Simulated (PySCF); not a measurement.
SMILES CC=C=C=C=C(C)[Se]C, C$_{8}$H$_{10}$Se

Molfile (atoms numbered from 1):
```
C8H10Se
     RDKit          3D

 19 18  0  0  0  0  0  0  0  0999 V2000
    4.1588   -0.6133    0.4815 C   0  0  0  0  0  0  0  0  0  0  0  0
    3.0619   -0.4243   -0.5196 C   0  0  0  0  0  0  0  0  0  0  0  0
    1.9119    0.1781   -0.2838 C   0  0  0  0  0  0  0  0  0  0  0  0
    0.7962    0.7656   -0.0435 C   0  0  0  0  0  0  0  0  0  0  0  0
   -0.3195    1.3538    0.1901 C   0  0  0  0  0  0  0  0  0  0  0  0
   -1.4719    1.9465    0.4373 C   0  0  0  0  0  0  0  0  0  0  0  0
   -1.7247    3.4144    0.2552 C   0  0  0  0  0  0  0  0  0  0  0  0
   -2.9852    0.9686    1.0686 Se  0  0  0  0  0  2  0  0  0  0  0  0
   -2.1951   -0.7953    1.1309 C   0  0  0  0  0  0  0  0  0  0  0  0
    4.3747   -1.6855    0.6247 H   0  0  0  0  0  0  0  0  0  0  0  0
    5.0933   -0.1466    0.1274 H   0  0  0  0  0  0  0  0  0  0  0  0
    3.8971   -0.1766    1.4546 H   0  0  0  0  0  0  0  0  0  0  0  0
    3.2380   -0.8229   -1.5297 H   0  0  0  0  0  0  0  0  0  0  0  0
   -2.0382    3.8766    1.2054 H   0  0  0  0  0  0  0  0  0  0  0  0
   -0.8179    3.9220   -0.0992 H   0  0  0  0  0  0  0  0  0  0  0  0
   -2.5308    3.5826   -0.4774 H   0  0  0  0  0  0  0  0  0  0  0  0
   -1.3419   -0.8039    1.8216 H   0  0  0  0  0  0  0  0  0  0  0  0
   -2.9772   -1.4758    1.4936 H   0  0  0  0  0  0  0  0  0  0  0  0
   -1.8691   -1.1003    0.1280 H   0  0  0  0  0  0  0  0  0  0  0  0
  1  2  1  0
  2  3  2  0
  3  4  2  0
  4  5  2  0
  5  6  2  0
  6  7  1  0
  6  8  1  0
  8  9  1  0
  1 10  1  0
  1 11  1  0
  1 12  1  0
  2 13  1  0
  7 14  1  0
  7 15  1  0
  7 16  1  0
  9 17  1  0
  9 18  1  0
  9 19  1  0
M  END
```

Computed, not measured: PySCF, quadratic response CAM-B3LYP/aug-cc-pVDZ first hyperpolarisability, Taylor convention, gas phase. Geometry: PBE0-D3(BJ)/def2-SVP.

The calculation is non-relativistic, which matters for the atoms heavier than Zn.

Question: Give the tensor of the second harmonic β(−2ω;ω,ω) at 1064 nm in the axes of these coordinates.

Answer: In au, Taylor convention; rows are the first index (the induced dipole):
|  | xx | yy | zz | xy | xz | yz |
| --- | --- | --- | --- | --- | --- | --- |
| x | -344.0 | +48.6 | +92.9 | -68.4 | +276.3 | +5.2 |
| y | -33.3 | -42.2 | -68.9 | +41.6 | -6.5 | -14.1 |
| z | +258.2 | -17.2 | -115.7 | +7.9 | +82.8 | -69.2 |

Norm of βᵢ = ⅓ Σⱼ (βᵢⱼⱼ + βⱼᵢⱼ + βⱼⱼᵢ): 305.7 au, hyper-Rayleigh value 212.8 au.
